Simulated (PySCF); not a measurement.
## BeF⁺ from Hartree–Fock to correlated methods

State: ¹Σ⁺ (singlet), closed shell. Set-up: basis Be jorge-DZP-DKH, F jorge-DZP-DKH; spin-free X2C with a Gaussian nucleus; PySCF 2.14. De refers to Be⁺ + F in their high-spin ground configurations, without counterpoise correction. A positive dipole points towards F; it is taken about the centre of mass and depends on that origin.

```csv
Level,Re (Å),ωe (cm⁻¹),De (eV),μ (D)
RHF,1.365,1361,3.08,-8.62
RHF-MP2,1.390,1291,5.15,n/a
RHF-SCS-MP2,1.388,1293,5.00,n/a
RHF-CCSD,1.386,1297,4.84,n/a
RHF-CCSD(T),1.389,1285,4.93,n/a
PBE,1.388,1275,5.55,-7.86
revPBE,1.393,1262,5.31,-7.90
r²SCAN,1.382,1300,5.26,-8.12
r²SCANh,1.379,1311,5.13,-8.18
PBE0,1.377,1313,5.11,-8.10
M06-2X,1.374,1329,5.24,-8.24
LC-ωPBE,1.377,1318,5.29,-8.10
```

The bond length runs from 1.365 Å (RHF) to 1.393 Å (revPBE). De spans 3.08 eV (RHF, mean field) to 5.55 eV (PBE, GGA). Correlation at CCSD(T) changes the Hartree–Fock bond energy by +1.85 eV; the triples alone change it by +0.09 eV.

Correlated steps freeze 1 core orbital. Correlated levels converge slowly with the basis: in double zeta they bind strong bonds too weakly, by up to about 1 eV, and carry superposition errors of some tenths. For an ion De counts to the pair picked by the measured ionisation energies or electron affinities, which need not be the lowest pair at this level. Where the molecule has an RHF reference, its open-shell atoms are computed with UHF.
